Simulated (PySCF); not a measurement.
## Magnetisability: `CC[P@TB1](C)(C)(C)C`, C6H17P

Geometry:
```json
{"atom": "C1", "x (Å)": "2.430", "y (Å)": "0.621", "z (Å)": "0.601"}
{"atom": "C2", "x (Å)": "1.519", "y (Å)": "0.239", "z (Å)": "-0.562"}
{"atom": "P3", "x (Å)": "-0.370", "y (Å)": "-0.100", "z (Å)": "-0.127"}
{"atom": "C4", "x (Å)": "0.073", "y (Å)": "-1.650", "z (Å)": "0.802"}
{"atom": "C5", "x (Å)": "-0.768", "y (Å)": "-0.243", "z (Å)": "-1.932"}
{"atom": "C6", "x (Å)": "-0.497", "y (Å)": "1.569", "z (Å)": "0.685"}
{"atom": "C7", "x (Å)": "-2.248", "y (Å)": "-0.436", "z (Å)": "0.313"}
{"atom": "H8", "x (Å)": "3.477", "y (Å)": "0.474", "z (Å)": "0.336"}
{"atom": "H9", "x (Å)": "2.303", "y (Å)": "1.665", "z (Å)": "0.876"}
{"atom": "H10", "x (Å)": "2.221", "y (Å)": "0.017", "z (Å)": "1.483"}
{"atom": "H11", "x (Å)": "1.907", "y (Å)": "-0.674", "z (Å)": "-1.030"}
{"atom": "H12", "x (Å)": "1.577", "y (Å)": "1.021", "z (Å)": "-1.326"}
{"atom": "H13", "x (Å)": "1.141", "y (Å)": "-1.812", "z (Å)": "0.887"}
{"atom": "H14", "x (Å)": "-0.374", "y (Å)": "-2.477", "z (Å)": "0.254"}
{"atom": "H15", "x (Å)": "-0.382", "y (Å)": "-1.613", "z (Å)": "1.790"}
{"atom": "H16", "x (Å)": "-1.544", "y (Å)": "-0.988", "z (Å)": "-2.085"}
{"atom": "H17", "x (Å)": "0.107", "y (Å)": "-0.481", "z (Å)": "-2.529"}
{"atom": "H18", "x (Å)": "-1.155", "y (Å)": "0.727", "z (Å)": "-2.239"}
{"atom": "H19", "x (Å)": "-0.170", "y (Å)": "1.445", "z (Å)": "1.716"}
{"atom": "H20", "x (Å)": "0.157", "y (Å)": "2.283", "z (Å)": "0.193"}
{"atom": "H21", "x (Å)": "-1.521", "y (Å)": "1.930", "z (Å)": "0.683"}
{"atom": "H22", "x (Å)": "-2.429", "y (Å)": "-0.297", "z (Å)": "1.380"}
{"atom": "H23", "x (Å)": "-2.906", "y (Å)": "0.249", "z (Å)": "-0.222"}
{"atom": "H24", "x (Å)": "-2.560", "y (Å)": "-1.449", "z (Å)": "0.061"}
```

Level of theory: PySCF, GIAO CAM-B3LYP/pcSseg-1 magnetisability, rotational g tensor and spin-rotation constants, non-relativistic, gas phase. Geometry: GFN2-xTB.

(1) What are the magnetisability and the molar susceptibility?

(2) Split it along the inertial axes a, b, c into diamagnetic and paramagnetic parts about the centre of mass, with the quadrupole moment.

(3) And the rotational g tensor?

Results:

(1) Isotropic -1530 × 10⁻³⁰ J/T², or -92.1 × 10⁻⁶ cm³/mol; principal values -1705, -1464, -1421 × 10⁻³⁰ J/T², anisotropy 266 × 10⁻³⁰ J/T² (root of half the summed squared differences of the principal values). The susceptibility is in cgs units.

(2) 
| axis | χ (10⁻⁶ cm³/mol) | diamagnetic (10⁻⁶ cm³/mol) | paramagnetic (10⁻⁶ cm³/mol) | summed x² of all electrons (Å²) | quadrupole Θ (D Å) |
| --- | --- | --- | --- | --- | --- |
| a | -101.5 | -631.4 | 529.9 | 163.2 | -5.80 |
| b | -88.5 | -1003.8 | 915.3 | 75.4 | +2.03 |
| c | -86.4 | -1012.3 | 926.0 | 73.4 | +3.77 |

Anisotropies 2χaa − χbb − χcc = -28.2 and 2χbb − χaa − χcc = +10.8 × 10⁻⁶ cm³/mol. Θ is traceless in Buckingham's convention.

(3) 
| axis | rotational constant (GHz) | g | nuclear part | electronic part |
| --- | --- | --- | --- | --- |
| a | 2.6494 | +0.0022 | 0.6617 | -0.6595 |
| b | 1.5057 | -0.0112 | 0.6362 | -0.6474 |
| c | 1.4935 | -0.0134 | 0.6363 | -0.6497 |

Asymmetric top; isotopes 12C, 1H, 31P; no vibrational averaging.
